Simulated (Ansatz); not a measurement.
Consider the ligand exchange at the Si–S bond: `[SiH3]O[Si]S` + silanol → `[SiH3]O[Si]O[SiH3]` + H₂S.

Computed with Ansatz on PBE0-D4/def2-TZVP structures; ΔE is electronic, products minus reactants. CBS: MP2 limit from def2 TZ/QZ plus the TZ coupled-cluster correction, frozen cores. This one scheme is used for every species. Functionals use def2-TZVPP. One conformer a species, not always the lowest.

```json
{"level": "LDA (SPW92)", "ΔE (kJ/mol)": "-50.1", "difference from CCSD(T)/CBS": "12.6"}
{"level": "BLYP-D4", "ΔE (kJ/mol)": "-59.5", "difference from CCSD(T)/CBS": "3.2"}
{"level": "r2SCAN-D4", "ΔE (kJ/mol)": "-56.8", "difference from CCSD(T)/CBS": "5.9"}
{"level": "BLYP", "ΔE (kJ/mol)": "-58.6", "difference from CCSD(T)/CBS": "4.1"}
{"level": "MP2/def2-SVP", "ΔE (kJ/mol)": "-63.1", "difference from CCSD(T)/CBS": "-0.4"}
{"level": "CCSD(T)/def2-SVP", "ΔE (kJ/mol)": "-63.5", "difference from CCSD(T)/CBS": "-0.8"}
{"level": "CCSD/def2-TZVPP", "ΔE (kJ/mol)": "-68.5", "difference from CCSD(T)/CBS": "-5.8"}
{"level": "CCSD(T)/def2-TZVPP", "ΔE (kJ/mol)": "-65.1", "difference from CCSD(T)/CBS": "-2.4"}
{"level": "SCS-MP2/def2-QZVPP", "ΔE (kJ/mol)": "-66.9", "difference from CCSD(T)/CBS": "-4.2"}
{"level": "CCSD/CBS(def2)", "ΔE (kJ/mol)": "-66.1", "difference from CCSD(T)/CBS": "-3.4"}
{"level": "CCSD(T)/CBS", "ΔE (kJ/mol)": "-62.7", "difference from CCSD(T)/CBS": "0"}
```

Largest T1 diagnostic among the species: 0.015.

From PBE to PBE0 (25 % exact exchange), in def2-TZVPP and without D4, ΔE moves by −5.3 kJ/mol. Leaving LDA and LC-ωPBE aside and taking each functional with its dispersion term where it has one, the values, not all of them listed here, spread over 25.6 kJ/mol, from CAM-B3LYP-D4 to revPBE-D4. LDA lies −4.4 kJ/mol from PBE without D4. In def2-TZVPP, CCSD(T) changes the Hartree–Fock value by +13.2 kJ/mol (the triples alone add +3.4 kJ/mol) and MP2 by +15.7 kJ/mol.
